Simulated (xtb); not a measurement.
Si(F)(Me)(SH)2 (CH5FS2Si), SMILES [Si](C)(F)(S)S. All values are semi-empirical tight-binding results from xtb (GFN2-xTB unless named), good for trends rather than for accurate numbers. Coordinates come from a GFN2-xTB optimisation. This is a generated structure with no PubChem entry under its InChIKey; it may be hypothetical. Other conformers were not sampled.

Optimised geometry:

```xyz
10

C      1.7977    -1.1137     0.2758
Si     0.2150    -0.0920     0.2597
F     -0.0932     0.4460     1.7458
S      0.4809     1.6316    -1.0022
S     -1.5669    -1.1955    -0.2283
H      1.6911    -1.9778     0.9254
H      2.0549    -1.4703    -0.7171
H      2.6304    -0.5191     0.6396
H     -0.6405     2.2354    -0.6355
H     -1.3175    -1.2909    -1.5269
```

Computed properties:
| Quantity | Result |
|---|---|
| orbital gap | 4.77 eV |
| zero-point energy | 36.0 kcal/mol |
| G − E(el) at 298.15 K (modified RRHO) | 14.2 kcal/mol |
| static polarisability (D4 model) | 85.0 bohr³ |
| solvation energy, GFN2-xTB/ALPB(water) | -2.2 kcal/mol |
| solvation energy, GFN2-xTB/ALPB(toluene) | -4.9 kcal/mol |

Computed atomic charges and the Wiberg bond orders between heavy atoms:
charges (e) C1 -0.20, Si2 0.61, F3 -0.25, S4 -0.35, S5 -0.34, H6 0.06, H7 0.06, H8 0.06, H9 0.17, H10 0.17. Bond orders C1–Si2 0.89, Si2–F3 1.10, Si2–S4 0.95, Si2–S5 0.97.
